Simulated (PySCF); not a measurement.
This PySCF input asks for the NMR shieldings of `[C@@H]([BH2-][N+]#CC)(C)CC`, C$_{6}$H$_{14}$BN; the geometry comes from GFN2-xTB.

```python
import basis_set_exchange as bse
import numpy as np
from pyscf import gto, dft
from pyscf.prop import nmr

atoms = """
C     3.319043    0.998711    0.807082
C     2.337872    0.011260    0.470519
N     1.557054   -0.791735    0.207499
B     0.478008   -1.708335   -0.158993
C    -0.828494   -0.768208   -0.542939
C    -0.548855    0.143000   -1.738187
C    -1.330802    0.035365    0.660848
C    -2.696644    0.684070    0.446162
H     4.099109    0.552080    1.424351
H     3.768251    1.397878   -0.102639
H     2.848182    1.812486    1.359593
H     0.285220   -2.388198    0.801694
H     0.877907   -2.331744   -1.093198
H    -1.626468   -1.460158   -0.832689
H     0.187756    0.904902   -1.479980
H    -1.451666    0.648487   -2.079075
H    -0.157375   -0.437633   -2.570853
H    -0.602563    0.814048    0.910408
H    -1.399923   -0.634625    1.521036
H    -2.653797    1.448555   -0.325884
H    -3.044267    1.153472    1.365273
H    -3.427961   -0.064291    0.147554
"""
names = dict.fromkeys(["C", "N", "B", "H"], "pcSseg-1")
basis = {el: gto.basis.parse(bse.get_basis(n, elements=[el], fmt="nwchem")) for el, n in names.items()}
mol = gto.M(atom=atoms, basis=basis, charge=0, verbose=0)
mf = dft.RKS(mol, xc="PBE0")
mf.grids.level = 2
mf.grids.alignment = dft.numint.BLKSIZE   # the property module wants whole blocks of grid points
mf.conv_tol = 1e-9
mf.kernel()

calc = nmr.RKS(mf)   # GIAO
C = mf.mo_coeff
Co = C[:, mf.mo_occ > 0]
resp = mf.gen_response(singlet=True, hermi=2)
def vind(x):   # induced exchange potential for any number of trial vectors
    d = np.einsum("pi,xij,qj->xpq", C, 2 * x.reshape(-1, C.shape[1], Co.shape[1]), Co, optimize=True)
    return np.einsum("xpq,pi,qj->xij", resp(d - d.transpose(0, 2, 1)), C, Co, optimize=True).ravel()
mo1, _ = nmr.rhf.solve_mo1(calc, with_cphf=vind)
sigma = calc.kernel(mo1)
for i, s in enumerate(sigma):   # ppm
    print("%2d %-2s %9.2f" % (i, mol.atom_pure_symbol(i), np.trace(s) / 3))
```

Problem. What does it print?

Solution. 
```
 0 C     184.73
 1 C      69.68
 2 N      31.60
 3 B     130.98
 4 C     156.66
 5 C     168.52
 6 C     153.59
 7 C     170.47
 8 H      29.30
 9 H      29.30
10 H      29.24
11 H      29.80
12 H      29.79
13 H      30.99
14 H      31.48
15 H      30.24
16 H      30.65
17 H      30.96
18 H      30.04
19 H      30.45
20 H      30.59
21 H      31.01
```

These numbers come from an equivalent density-fitted implementation of the same equations, which agrees with the script to about 0.01 ppm for H and up to a few tenths of a ppm for heavy atoms, so last digits may differ.

Size and cost of the density-fitted run: 206 basis functions, 76 s wall time on 1 thread of an x86-64 server CPU, shared host.
